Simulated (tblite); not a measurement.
C₂H₇NOSi₃.
Structure used (GFN2-xTB), in Å, numbered top down from 1:
```xyz
14
C2H7NOSi3 angstrom
N      2.490    0.068    2.774
C      1.995    0.017    1.739
Si     1.145   -0.036    0.069
O      2.321   -0.107   -1.066
Si    -0.573   -1.575   -0.288
C     -1.766   -0.051   -0.297
Si    -0.618    1.498   -0.120
H      3.098    0.445   -1.077
H     -0.628   -2.309   -1.556
H     -0.908   -2.537    0.769
H     -2.487   -0.107    0.518
H     -2.371   -0.010   -1.202
H     -1.003    2.337    1.020
H     -0.695    2.365   -1.305
```

Computed with GFN2-xTB (tblite): harmonic, unscaled wavenumbers at the GFN2-xTB geometry, gas phase. This tight-binding method is rough: wavenumbers can miss measured ones by several per cent, in bad cases by 10 to 20. Modes of hydrogen on silicon can be 10 to 20 % off. One conformer, not necessarily the lowest.

Harmonic wavenumbers (cm⁻¹): 48.5, 63.5, 84.0, 133.1, 144.6, 217.3, 271.9, 283.2, 330.5, 337.9, 361.8, 403.3, 411.9, 487.9, 497.3, 567.6, 596.1, 631.3, 643.1, 705.3, 719.7, 739.6, 792.1, 804.1, 870.7, 959.7, 1112.4, 1478.3, 2182.1, 2203.9, 2215.9, 2218.9, 2318.8, 2976.1, 2995.3, 3640.9.

A = 1853, B = 1067, C = 975.4 MHz; mass 144.984 u (most abundant isotopes); point group C1, symmetry number 1.

Problem. Zero-point energy?

Solution. ½Σν̃ = 17724 cm⁻¹ = 212.03 kJ/mol.

Problem. Entropy at 200 K, 1 bar (ideal gas, RRHO, classical rotation)?

Solution. Translation 162.62, rotation 118.45, vibration 92.57: S = 373.6 J/(mol K).

Problem. And Cp and H(200 K) − H(0)?

Solution. Cp = 137.16 J/(mol K), of which vibrations give 103.91 (their classical limit is 36 R = 299.3); H(200 K) − H(0) = 16.89 kJ/mol without the zero-point energy, 10.24 from vibrations.

Problem. Which modes carry the vibrational entropy at 200 K?

Solution. 48.5 cm⁻¹: 17.11; 63.5 cm⁻¹: 14.90; 84.0 cm⁻¹: 12.63; 133.1 cm⁻¹: 8.99; 144.6 cm⁻¹: 8.35; 217.3 cm⁻¹: 5.40 J/(mol K); the other 30 give 25.19 together.

Problem. How do the functions run with temperature in this model?

Solution. 
```csv
T (K),S (J/(mol K)),Cp (J/(mol K)),H − H(0) (kJ/mol),G − H(0) (kJ/mol),ln q(vib)
150,337.9,111.8,10.65,-40.04,3.45
250,406.7,159.1,24.31,-77.36,6.52
298.15,436.2,176.6,32.41,-97.66,7.99
400,492.3,204.3,51.89,-145.01,11.02
600,582.1,238.1,96.43,-252.82,16.48
900,685.0,268.8,172.85,-443.61,23.46
```

q(vib) and H(0) count from the zero-point level.

Problem. What must be added to the electronic energy to get the Gibbs energy at 200 K and 1 bar?

Solution. ZPE + [H(200 K) − H(0)] − T·S = 212.03 + 16.89 − 74.73 = 154.19 kJ/mol.

Problem. Blend soft modes into free rotors: weight 1/[1 + (100 cm⁻¹/ν̃)⁴] for the oscillator and the rest for a rotor with moment μB/(μ + B), μ = h/(8π²ν), B = 10⁻⁴⁴ kg m². What vibrational entropy results?

Solution. 85.86 J/(mol K) in place of 92.57, which changes −T·S at 200 K by +1.34 kJ/mol.

Hindered rotation and anharmonicity are outside this model. Other conformers, if any are populated, would add a mixing term that is left out. The structure is chiral; the term R ln 2 for an equal mix with its mirror image is left out.
